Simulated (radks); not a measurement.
Results of a calculation; reference values are marked as such.
Spherical quantum dot in the effective-mass picture: electrons in a hard-walled sphere of radius 1.4, all in effective atomic units (hartree* = m*/eps^2 hartree, bohr* = eps/m* bohr), one dielectric constant everywhere. Level of theory: non-relativistic Kohn-Sham, PBEsol, spin-polarised, spherical densities (a radial shooting solver with Libxc functionals). Levels are named by radial order and angular momentum (1s, 1p, 1d, 2s, ...), and open shells are averaged over m. Results are scaled to m* = 0.136 and eps = 8, for which hartree* = 57.82 meV and bohr* = 3.113 nm.

N = 23, configuration 1s2 1p6 1d10 2s(up 1, down 0) 1f(up 4, down 0). This is the lowest configuration that the search found. Occupied and some empty levels:

| level | occupation | eigenvalue (meV) | <r> (nm) |
|---|---|---|---|
| 1s up | 1 | 1435.5 | 2.601 |
| 1s down | 1 | 1446.1 | 2.610 |
| 1p up | 3 | 1539.5 | 2.839 |
| 1p down | 3 | 1549.1 | 2.837 |
| 1d up | 5 | 1696.1 | 2.998 |
| 1d down | 5 | 1705.9 | 2.995 |
| 2s up | 1 | 1882.5 | 2.028 |
| 1f up | 4 | 1898.7 | 3.117 |
| 2s down | 0 | 1903.3 | 2.046 |
| 1f down | 0 | 1908.9 | 3.115 |
| 1g up | 0 | 2143.8 | 3.211 |
| 1g down | 0 | 2154.3 | 3.209 |
| 2p up | 0 | 2164.1 | 2.298 |
| 2p down | 0 | 2177.2 | 2.310 |
| 2d up | 0 | 2487.1 | 2.487 |
| 2d down | 0 | 2496.7 | 2.493 |

Energy (meV): total 24217.7, kinetic 10852, external 0, Hartree 14891, exchange-correlation -1524.3.
